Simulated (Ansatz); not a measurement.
`OC(Cl)[SiH2]Cl`, relaxed with RKS PBE-D4/def2-SVP in Ansatz 0.2.0 from a rough embedded geometry. The force threshold is 0.03 eV/Å; the program also tests the step.

The species carries charge 0 and has multiplicity 1.

Start:

```xyz
9

O    -1.597   -0.785   -0.025
C    -0.556   -0.137    0.585
Cl   -1.127    1.517    0.927
Si    1.165   -0.057   -0.313
Cl    0.881    0.739   -2.171
H    -2.177   -0.050   -0.468
H    -0.393   -0.622    1.548
H     1.711   -1.415   -0.515
H     2.093    0.811    0.434
```

Q: By how much does the energy fall, and how many steps does the optimiser take? (Estimate.)

A: The calculation gave: 43.70 kJ/mol, in 10 steps.

Q: Which bonds change most? (Best estimate.)

A: The calculation gave: C2–Cl3 from 1.782 to 1.870 Å; Si4–Cl5 from 2.041 to 2.094 Å; O1–H6 from 1.035 to 0.983 Å; C2–Si4 from 1.943 to 1.919 Å.

Q: Give the relaxed structure. (Estimate.)

A: Computed: 
```xyz
9

O    -1.624   -0.639   -0.059
C    -0.595   -0.116    0.689
Cl   -0.919    1.641    1.244
Si    1.065   -0.047   -0.270
Cl    0.469    0.643   -2.156
H    -1.569   -0.242   -0.957
H    -0.531   -0.689    1.636
H     1.625   -1.429   -0.452
H     2.078    0.878    0.325
```
